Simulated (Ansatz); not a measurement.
Input and output for MoO₃⁺ (the lowest doublet isomer of a short search).

```yaml
crystal:
  periodic: [false, false, false]
  atoms:
    - {symbol: Mo, position_ang: [0.265518, -0.404771, 0.171244]}
    - {symbol: O, position_ang: [1.269489, 0.911134, -0.022768]}
    - {symbol: O, position_ang: [-0.632897, -0.541686, -1.424287]}
    - {symbol: O, position_ang: [-0.902109, 0.035323, 1.275822]}
basis:
  gaussian: {orbitals: def2-TZVPP}
total_charge: 1
magnetization: {spin_polarized: true, initial_magnetization: 1}
hamiltonian: {xc: {name: wB97X}}
scf: {omitted_lower_state_checks: [starts]}
```

```sh
$ ansatz run in.yaml --threads 4 --pin off --events-out ev --progress --plain --max-ram 3916MiB
```

It prints (some lines left out):

```
Functional definition: wB97X
784 factors; their error is unknown
154 factors; integrals over basis functions are off by at most 1.1e-5 eV
mean field evaluation 1: about -7959.8133 eV, gradient 9.1e1 eV
mean field evaluation 2: about -7712.5981 eV, gradient 2.7e2 eV
mean field evaluation 4: about -7985.5740 eV, gradient 2.7e1 eV
mean field evaluation 8: about -7988.0720 eV, gradient 5.1e-1 eV
mean field evaluation 16: about -7988.1408 eV, gradient 9.6e-3 eV
mean field evaluation 32: about -7988.1408 eV, gradient 3.7e-4 eV
mean field -7988.14078895 eV, -293.5587594375 hartree, gradient 1.3e-5 eV, S^2 0.771060; 0 other end points of the search recorded, 0 dependent functions left out
reference -7988.14075723 eV, -293.5587582718 hartree; 19, 18 occupied and 130, 131 virtual orbitals, 784 factors
Total energy: -7988.14075723 eV, -293.5587582718 hartree
Checks for a lower state left out: starts
```

It took 16 s on 4 threads of Arm Neoverse V2 on a shared host, peak host memory 0.6 GiB.

In the def2 sets Mo takes a core potential; there is no spin–orbit coupling.
